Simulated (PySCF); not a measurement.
1,3-thiazole-2-carbaldehyde (C₄H₃NOS), SMILES O=Cc1nccs1.

Geometry: PBE0-D3(BJ)/def2-SVP. Other conformers were not sampled.

Level of theory: PySCF with PBE0-D3(BJ)/def2-SVP.

Frequencies are harmonic and unscaled.

Question: Give all harmonic wavenumbers and intensities. (The exact figures need the calculation; the answer reports its results.)

Answer: 
```tsv
mode	ν (cm⁻¹)	IR (km/mol)	Raman (Å⁴/amu)	depolarisation	moving atoms (share of kinetic energy)
1	140	2.5	2.2	0.75	C 38 %, O 37 %, S 12 %, H 11 %
2	174	8.7	0.3	0.28	O 48 %, S 28 %, C 14 %
3	279	12.3	0.9	0.75	C 48 %, H 35 %, N 12 %
4	483	0.2	4.8	0.68	C 34 %, O 31 %, S 22 %, N 9 %
5	512	3.0	1.1	0.75	C 70 %, H 17 %, S 13 %
6	647	7.7	0.4	0.75	C 46 %, N 41 %, H 13 %
7	663	47.7	12.5	0.22	C 55 %, S 30 %, H 10 %
8	697	9.6	12.7	0.25	C 41 %, S 25 %, N 19 %, O 12 %
9	770	39.7	0.3	0.75	H 82 %, C 16 %
10	803	36.2	3.1	0.75	C 51 %, N 26 %, S 15 %
11	910	1.7	2.0	0.23	C 61 %, H 19 %, N 12 %, S 8 %
12	929	1.3	0.8	0.75	H 71 %, C 28 %
13	1024	0.3	6.2	0.75	H 54 %, C 43 %
14	1082	5.8	12.3	0.35	H 74 %, C 16 %, N 9 %
15	1192	23.2	16.4	0.32	H 45 %, C 38 %, N 17 %
16	1280	53.9	10.3	0.25	C 65 %, H 25 %, N 9 %
17	1362	1.2	7.1	0.17	H 63 %, C 28 %
18	1390	0.5	9.3	0.42	C 42 %, H 37 %, N 18 %
19	1477	54.1	143.6	0.34	C 80 %, H 13 %
20	1584	41.1	14.0	0.51	C 65 %, N 28 %
21	1854	239.7	86.4	0.33	C 60 %, O 38 %
22	2982	74.3	180.1	0.30	H 92 %, C 8 %
23	3242	3.5	122.2	0.38	H 91 %, C 9 %
24	3283	3.7	140.9	0.21	H 91 %, C 9 %
```
